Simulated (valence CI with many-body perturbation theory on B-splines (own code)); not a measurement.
**Mn18+: E2, M1 decay**

Calculated by configuration interaction combined with many-body perturbation theory (CI+MBPT): five valence electrons over a frozen Dirac-Fock core [He], radial functions for each j: 9 s, 9 p, 8 d, 6 f, 3 g, 1 h, with the one-electron correlation potential Σ1, the two-electron term Σ2, the three-electron term Σ3, Breit, model QED; selected CI, second order for the rest (own B-spline code, finite nucleus).

No measured spectrum was set against this ion. As an estimate, levels of excited configurations hold to 0.05 to 0.15 % of their energy, terms of the ground configuration to about 0.5 %. Among the levels kept, up to 2000 cm⁻¹ of a level comes from second order outside the variational space, and about a tenth of that is noise between levels of different J, which matters for small intervals.

Lines 1 to 35 of 35 in falling wavelength, among levels below 906.78 eV, chosen from the decays that carry over 1 % of a level's rate. Wavelengths and rates use the calculated energies, so an error of 600 cm⁻¹ moves a line at 903.1 Å by 0.54 % and its rate by three times that or more. Electric multipoles are in the length gauge, E1 and E2 with the static RPA response of the core. S is in atomic units (e²a₀⁴ for E2 and M2, e²a₀⁶ for E3), for M1 in squared Bohr magnetons. Weak lines are less certain than strong ones. Lines between different terms over intervals too small for the method are left out, as are lines whose strength nearly cancels.

Names give the largest LS component (configuration and term), which can be under half, so a name can repeat, a term be missing and a line seem to break the LS rules; names also repeat where a configuration has a term twice. Letters in brackets count levels of one name in rising energy.

| λ vac (Å) | Upper | Lower | Type | A (s⁻¹) | S (a.u.) |
| --- | --- | --- | --- | --- | --- |
| 3240 | 2s2 2p3 2D°_5/2 | 2s2 2p3 2D°_3/2 | M1 | 2.44e+02 | 1.85e+00 |
| 2017 | 2s2 2p3 2P°_3/2 | 2s2 2p3 2P°_1/2 | M1 | 8.15e+02 | 9.92e-01 |
| 903.1 | 2s2 2p3 2P°_1/2 | 2s2 2p3 2D°_3/2 | M1 | 4.39e+03 | 2.40e-01 |
| 772.5 | 2s2 2p3 2P°_3/2 | 2s2 2p3 2D°_5/2 | M1 | 7.73e+03 | 5.29e-01 |
| 756.8 | 2s2 2p3 2D°_3/2 | 2s2 2p3 4S°_3/2 | M1 | 9.69e+03 | 6.23e-01 |
| 623.8 | 2s2 2p3 2P°_3/2 | 2s2 2p3 2D°_3/2 | M1 | 2.58e+04 | 9.30e-01 |
| 613.5 | 2s2 2p3 2D°_5/2 | 2s2 2p3 4S°_3/2 | M1 | 6.44e+02 | 3.31e-02 |
| 411.7 | 2s2 2p3 2P°_1/2 | 2s2 2p3 4S°_3/2 | M1 | 2.00e+04 | 1.04e-01 |
| 341.9 | 2s2 2p3 2P°_3/2 | 2s2 2p3 4S°_3/2 | M1 | 2.20e+04 | 1.30e-01 |
| 15.21 | 2s2 2p2 3p 4D°_1/2 | 2s2 2p3 2D°_3/2 | E2 | 5.52e+08 | 8.01e-04 |
| 15.16 | 2s2 2p2 3p 2S°_1/2 | 2s2 2p3 2D°_5/2 | E2 | 7.68e+08 | 1.10e-03 |
| 15.14 | 2s2 2p2 3p 2P°_1/2 [a] | 2s2 2p3 2P°_3/2 | E2 | 5.31e+08 | 7.55e-04 |
| 15.09 | 2s2 2p2 3p 2S°_1/2 | 2s2 2p3 2D°_3/2 | E2 | 6.81e+08 | 9.52e-04 |
| 15.07 | 2s2 2p2 3p 2D°_5/2 [a] | 2s2 2p3 2P°_1/2 | E2 | 4.23e+08 | 1.76e-03 |
| 15.04 | 2s2 2p2 3p 4P°_5/2 | 2s2 2p3 2D°_5/2 | E2 | 8.93e+08 | 3.68e-03 |
| 15.03 | 2s2 2p2 3p 2F°_5/2 | 2s2 2p3 2P°_3/2 | E2 | 8.48e+08 | 3.49e-03 |
| 15.03 | 2s2 2p2 3p 4P°_3/2 | 2s2 2p3 2D°_3/2 | E2 | 7.80e+08 | 2.13e-03 |
| 15.02 | 2s2 2p2 3p 2D°_3/2 [a] | 2s2 2p3 2D°_5/2 | E2 | 5.09e+08 | 1.39e-03 |
| 15.00 | 2s2 2p2 3p 2F°_7/2 | 2s2 2p3 2P°_3/2 | E2 | 3.07e+08 | 1.67e-03 |
| 15.00 | 2s2 2p2 3p 4D°_7/2 | 2s2 2p3 2D°_5/2 | E2 | 1.59e+08 | 8.60e-04 |
| 14.99 | 2s2 2p2 3p 4P°_1/2 | 2s2 2p3 2D°_3/2 | E2 | 5.01e+08 | 6.76e-04 |
| 14.95 | 2s2 2p2 3p 2D°_3/2 [a] | 2s2 2p3 2D°_3/2 | E2 | 9.68e+08 | 2.58e-03 |
| 14.94 | 2s2 2p2 3p 2D°_5/2 [b] | 2s2 2p3 2P°_3/2 | E2 | 8.69e+08 | 3.47e-03 |
| 14.91 | 2s2 2p2 3p 4D°_1/2 | 2s2 2p3 4S°_3/2 | E2 | 1.06e+09 | 1.39e-03 |
| 14.89 | 2s2 2p2 3p 2D°_5/2 [a] | 2s2 2p3 2D°_5/2 | E2 | 8.18e+08 | 3.21e-03 |
| 14.85 | 2s2 2p2 3p 2P°_1/2 [a] | 2s2 2p3 2D°_5/2 | E2 | 1.51e+09 | 1.94e-03 |
| 14.82 | 2s2 2p2 3p 4D°_3/2 | 2s2 2p3 4S°_3/2 | E2 | 9.93e+08 | 2.54e-03 |
| 14.80 | 2s2 2p2 3p 2S°_1/2 | 2s2 2p3 4S°_3/2 | E2 | 3.08e+08 | 3.90e-04 |
| 14.78 | 2s2 2p2 3p 2P°_1/2 [a] | 2s2 2p3 2D°_3/2 | E2 | 8.22e+08 | 1.04e-03 |
| 14.72 | 2s2 2p2 3p 4D°_5/2 | 2s2 2p3 4S°_3/2 | E2 | 1.02e+09 | 3.79e-03 |
| 14.72 | 2s2 2p2 3p 2F°_7/2 | 2s2 2p3 2D°_5/2 | E2 | 9.71e+08 | 4.79e-03 |
| 14.72 | 2s2 2p2 3p 2P°_1/2 [c] | 2s2 2p3 2P°_3/2 | E2 | 8.49e+08 | 1.05e-03 |
| 14.68 | 2s2 2p2 3p 2F°_5/2 | 2s2 2p3 2D°_3/2 | E2 | 6.44e+08 | 2.35e-03 |
| 14.65 | 2s2 2p2 3p 2F°_7/2 | 2s2 2p3 2D°_3/2 | E2 | 4.94e+08 | 2.38e-03 |
| 14.64 | 2s2 2p2 3p 4D°_7/2 | 2s2 2p3 4S°_3/2 | E2 | 1.19e+09 | 5.72e-03 |
